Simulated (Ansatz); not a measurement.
## Redistribution: C4H9F + CHCl2I → C3H6FI + C2H4Cl2

Species: C4H9F `CC(C)CF`, singlet; CHCl2I (dichloroiodomethane) `ClC(Cl)I`, singlet; C3H6FI `CC(I)CF`, singlet; C2H4Cl2 (1,1-dichloroethane) `CC(Cl)Cl`, singlet. The partners trade CH3 for I; both sit on C, so the bond types are kept.

Shapes, held fixed at every level: PBE0-D4/def2-TZVP. Flexible molecules stand in one conformer, not always the lowest. Programs: Ansatz 0.2.0. Electronic energies: no zero-point or thermal term.

```tsv
level	kind	ΔE (kJ/mol)	less CCSD(T)/def2-TZVPP	CPU time (sum over the molecules)
HF/def2-TZVPP	Hartree–Fock	-50.6	-8.0	–
PBE0-D4/def2-TZVPP	global hybrid	-40.2	+2.4	32 s
wB97M-V/def2-TZVPP	range-separated hybrid	-40.5	+2.1	1.9 min
wB97X-V/def2-TZVPP	range-separated hybrid	-40.6	+2.0	80 s
B2PLYP/def2-TZVPP	double hybrid	-40.3	+2.3	63 s
CCSD/def2-TZVPP	coupled cluster or CI	-43.3	-0.7	–
CCSD(T)/def2-TZVPP	coupled cluster or CI	-42.6	0.0	18 min
```

The highest level, CCSD(T)/def2-TZVPP, gives ΔE = -42.6 kJ/mol; the levels span -50.6 to -40.2. The column of differences is taken from that level and isn't an error. No measured value is set beside it here. For atoms past krypton def2 sets carry core potentials with scalar relativity. Outer-core shells of I are correlated, in sets that cover them unevenly. Times are processor times on shared x86 and Arm servers, and rough.
